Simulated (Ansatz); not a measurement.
`[F][Zr]([F])([F])[I]` + H–F → `[F][Zr]([F])([F])[F]` + HI at 298.15 K and 1 bar (ligand exchange at a Zr–I bond).

Isolated molecules relaxed with PBE0-D4/def2-TZVP in Ansatz; ΔE leaves out vibrations. CCSD(T)/CBS adds triple-zeta CCSD(T) − MP2 to the extrapolated MP2 energy (def2 sets, frozen cores). This one scheme is used for every species. Elements past krypton have def2 core potentials. For I, Zr outer-core shells are correlated without core-valence functions, which leaves a few kJ/mol of doubt a bond.

```tsv
species	CCSD(T)/CBS energy (Eh)	H − E (kJ/mol)	S (J/(mol·K))
`[F][Zr]([F])([F])[I]`	-644.12135	38.9	365.0
H–F	-100.39570	33.5	173.6
`[F][Zr]([F])([F])[F]`	-446.49023	40.6	321.8
HI	-298.03592	22.7	206.5
```

H − E and S are ideal-gas, rigid-rotor, harmonic terms from PBE0-D4/def2-TZVP. 1 Eh = 2625.50 kJ/mol, R = 8.31446 J/(mol·K).

Task: By hand: ΔE, ΔH, ΔS and ΔG.

Result: ΔE = (-446.49023) + (-298.03592) − (-644.12135) − (-100.39570) = -0.00910 Eh = -23.9 kJ/mol. Δ(H − E) = 40.6 + 22.7 − 38.9 − 33.5 = -9.1, so ΔH = -33.0 kJ/mol. ΔS = 321.8 + 206.5 − 365.0 − 173.6 = -10.3 J/(mol·K). ΔG = -33.0 − 298.15 × (-10.3)/1000 = -29.9 kJ/mol.

Task: By hand: the equilibrium constant, and the temperature at which ΔG would vanish if ΔH and ΔS stayed fixed.

Result: log₁₀ K = −ΔG/(RT ln 10) = 5.2. ΔG = 0 at ΔH/ΔS = 3204 K, far beyond where these terms or the molecules hold.

The number of gas molecules stays the same, so ΔS is small and ΔH decides. A doubt of 5 kJ/mol in ΔE shifts log₁₀ K by 0.9 here. These are equilibria of isolated gas molecules and say nothing of rates. Largest T1 diagnostic: 0.018 (customary marks: 0.02 for closed shells, 0.045 for open ones).
